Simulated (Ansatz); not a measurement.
The cluster K₂Se⁺, relaxed as a doublet with UKS r2SCAN-D4/def2-TZVP in Ansatz, starting from the GFN1-xTB geometry. Force threshold 0.02 eV/Å.

The structure comes from a short search, and lower isomers may exist.

Start:

```xyz
3

K    -1.235   -0.265   -1.932
K     1.910    0.764    1.054
Se   -0.675   -0.499    0.878
```

| step | energy (eV) | largest force component (eV/Å) | SCF passes |
| --- | --- | --- | --- |
| 1 | -97993.7441 | 0.905 | 16 |
| 2 | -97993.9727 | 0.380 | 19 |
| 3 | -97994.0824 | 0.163 | 18 |
| 4 | -97994.1488 | 0.115 | 18 |
| 5 | -97994.1901 | 0.061 | 18 |
| 6 | -97994.2156 | 0.049 | 18 |
| 7 | -97994.2294 | 0.037 | 18 |
| 8 | -97994.2349 | 0.056 | 18 |
| 9 | -97994.2370 | 0.031 | 19 |
| 10 | -97994.2378 | 0.004 | 19 |
| 11 | -97994.2378 | 0.001 | 19 |

Force components are those of the run's own axes.

End:

```xyz
3

K    -2.181   -0.713   -2.076
K     2.185    0.715    2.071
Se   -0.003   -0.003    0.004
```

By distances, no bond broke or formed, bridged metal pairs apart. The bond that changes most is K1–Se3, from 2.87 to 3.09 Å (atoms count from 1). Metal–metal contacts that move far: K1–K2 4.46 to 6.19 Å. The end is the same structure that another start reached, the lowest one found.

The force fell under the threshold at step 10, but the optimiser went on. No frequencies were taken in this run, so the end may be a saddle point.

Hardware: 4 threads of Arm Neoverse N1 on a shared host. Wall time 48 s.
